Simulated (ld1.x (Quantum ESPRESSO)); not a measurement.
## What one change does to a pseudopotential (Sn, TM)

tin, norm-conserving Troullier–Martins (Kleinman–Bylander form), made with ld1.x (Quantum ESPRESSO) 7.5 (LDA (PZ), scalar-relativistic). Core [Kr] 4d10, reference 5s2 5p2. Waves: 5p (bound): rc 2.60 bohr; 5s (bound): rc 1.70 bohr. Local part: the s channel. Core correction: Bessel-smoothed model core, default radius (core density twice the valence density).

Change: wave 5s (bound): rc 1.70 bohr becomes 5s (bound): rc 1.44 bohr.

Cutoffs: the cutoffs (Ry, on a coarse ladder) from which the occupation-weighted sum of valence levels, in a spherical-Bessel basis at the reference potential, stays within 10 and 1 mRy of its value at 400 Ry; they do not see the model core or the augmentation charge, which bear on the density cutoff. Errors are all-electron minus pseudo energies relative to the spin-unpolarised reference configuration.

How do hardness, ghosts and transferability respond?

The potential gets harder (25 Ry and 55 Ry → 45 Ry and 160 Ry); of the 9 tests that both files solve, the error grows in 1 and shrinks in 2 by more than 15 % and 0.3 meV (median size 9.9 → 9.0 meV); the range in which the s phases agree narrows (upper end 1.7 → 0.3); neither file shows a bound ghost. A smaller radius makes the pseudo-wave follow the all-electron one further in, where it bends more sharply, so more plane waves are needed.

```tsv
quantity	base	changed
cutoff, loose	25 Ry	45 Ry
cutoff, tight	55 Ry	160 Ry
loose cutoff by channel (10 mRy a level)	p 6 Ry, s 21 Ry	p 8 Ry, s 40 Ry
bound ghosts	none	none
error for 5s2 5p1, meV [ΔE 7.10 eV]	-8.4	-8.1
error for 5s2 5p0, meV [ΔE 21.36 eV]	-62	-53
error for 5s1 5p0, meV [ΔE 52.81 eV]	-333	-278
error for 5s2 5p1.5, meV [ΔE 2.72 eV]	-1.7	-1.7
error for 5s0 5p4, meV [ΔE 14.40 eV]	-58	-113
error for 5s1 5p2, meV [ΔE 14.83 eV]	-37	-41
error for 5s2 5p2.3, meV [ΔE -0.90 eV]	+0.1	+0.1
error for 5s2 5p2 (spin-polarised), meV [ΔE -0.47 eV]	-2.5	-1.9
error for 5s2 5p1 (spin-polarised), meV [ΔE 6.95 eV]	-9.9	-9.0
s: phases at 2.84 bohr within 0.05 rad from the reference energy up to (Ry; the scan ends near 5)	1.7	0.3
p: phases at 2.84 bohr within 0.05 rad from the reference energy up to (Ry; the scan ends near 5)	3.0	3.7
```
